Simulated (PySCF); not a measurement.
C₃H₈OSi, SMILES [SiH3]OCC=C, GFN2-xTB optimised geometry.

```
13

C      2.31    -0.79     0.00
C      0.99    -0.79     0.00
C      0.14     0.44     0.00
O     -0.87     0.32     0.95
Si    -2.02     1.37     1.38
H      2.88    -1.71    -0.01
H      2.88     0.12     0.00
H      0.43    -1.72     0.01
H      0.76     1.33     0.21
H     -0.31     0.57    -0.99
H     -2.69     0.58     2.40
H     -2.88     1.72     0.24
H     -1.44     2.62     1.88
```

Density from PySCF 2.14.0 with B3LYP/def2-TZVP at that geometry.

Minimum of the electron density along straight lines between bonded atoms, close to the bond critical point (lines longer than 1.1 times the sum of covalent radii, or with two minima, are not listed):

```
bond     length / Å  ρ at the minimum / e bohr⁻³  ∇²ρ there / e bohr⁻⁵  position (fraction from the first atom)
-------  ----------  ---------------------------  --------------------  ---------------------------------------
C1–C2         1.319                            ?                 -1.15                                     0.50
C2–C3         1.498                        0.269                 -0.74                                     0.50
C3–O4         1.399                        0.263                     ?                                     0.35
O4–Si5        1.617                        0.144                     ?                                     0.59
C1–H6         1.076                        0.290                 -1.04                                     0.64
C1–H7         1.078                        0.288                 -1.03                                     0.64
C2–H8         1.081                        0.289                 -1.03                                     0.65
C3–H9         1.097                        0.285                 -1.00                                     0.64
C3–H10        1.101                        0.281                 -0.98                                     0.64
Si5–H11       1.452                        0.129                  0.19                                     0.49
Si5–H12       1.468                        0.126                  0.17                                     0.49
Si5–H13       1.467                        0.126                  0.17                                     0.49
```

**Question.** What belongs in the gaps?

**Answer.** 
- C1–C2, ρ at the minimum / e bohr⁻³: 0.363
- C3–O4, ∇²ρ there / e bohr⁻⁵: -0.54
- O4–Si5, ∇²ρ there / e bohr⁻⁵: 0.93
